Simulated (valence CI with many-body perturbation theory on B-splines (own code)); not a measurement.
## Sensitivity of CI+MBPT for Nd II

Method: valence CI with perturbative core correlation (CI+MBPT): five valence electrons over a frozen Dirac-Fock core [Xe], a basis of 5 s, 5 p, 5 d, 5 f, 2 g functions for each j, with the one-electron correlation potential Σ1 (screened to all orders), the two-electron term Σ2, the three-electron term Σ3, Breit, model QED; selected single and double excitations, second order for the rest (own B-spline code, finite nucleus).

Set against measurement, 14 paired levels are off by 1701 cm⁻¹ on average, the worst by 4658. These come from a selection out of the NIST Handbook of Basic Atomic Spectroscopic Data. Levels without a partner in it may be off by more, other configurations by several thousand cm⁻¹. Among the levels kept, up to 2500 cm⁻¹ of a level comes from second order outside the variational space, and about a tenth of that is noise between levels of different J, which matters for small intervals. Only levels of the ground parity were solved; by the run's estimate the other parity begins above the list, which can be wrong where configurations are misplaced. 21 measured levels below the end of the list, from 7525 cm⁻¹ on, found no clear computed partner.

The reference run has the lowest level 4f⁴6s ⁶I_7/2 and an ionisation energy of 10.2331 eV. Its largest variational space holds 10000 state functions.

Names give the largest LS component (configuration and term), which can be under half, so a name can repeat, a term be missing and a line seem to break the LS rules; names also repeat where a configuration has a term twice.

Changed runs:
A. scale of Σ1 1 → 0
B. correlating orbitals by l 2 2 3 3 2 → 4 4 3 0 0
C. Breit term on → off; lowest core n in screening and Σ2 3 → 2
D. highest l in the core sums 6 → 2 (bad on purpose)

Excitation energies of the reference run in cm⁻¹, and shifts in cm⁻¹:

| Level | Reference | B | C |
| --- | --- | --- | --- |
| 4f⁴6s ⁶I_9/2 | 516 | +82 | +28 |
| 4f⁴6s ⁶I_11/2 | 1516 | +95 | +123 |
| 4f⁴6s ⁴I_9/2 | 1612 | +294 | +109 |
| 4f⁴6s ⁶I_13/2 | 2586 | +203 | +263 |
| 4f⁴6s ⁴I_11/2 | 3055 | +378 | +230 |
| 4f⁴6s ⁶I_15/2 | 3653 | +414 | +403 |
| 4f⁴6s ⁴I_13/2 | 4475 | +503 | +391 |
| 4f⁴6s ⁶I_17/2 | 4917 | +493 | +546 |
| 4f⁴6s ⁴I_15/2 | 5726 | +813 | +545 |
| 4f⁴5d ⁶L_11/2 | 9095 | -1504 | +6.2 |
| 4f⁴6s ⁶F_1/2 | 10060 | -313 | -2.7 |
| 4f⁴5d ⁶L_13/2 | 10092 | -1461 | +89 |
| Ionisation energy (eV) | 10.2331 | +0.0699 | +0.0079 |

Run A ends with another lowest level, 4f³5d6s ⁶L°_11/2, and an ionisation energy of 10.7209 eV.

Run D ends with another lowest level, 4f³5d6s ⁶K°_9/2, and an ionisation energy of 11.2528 eV.
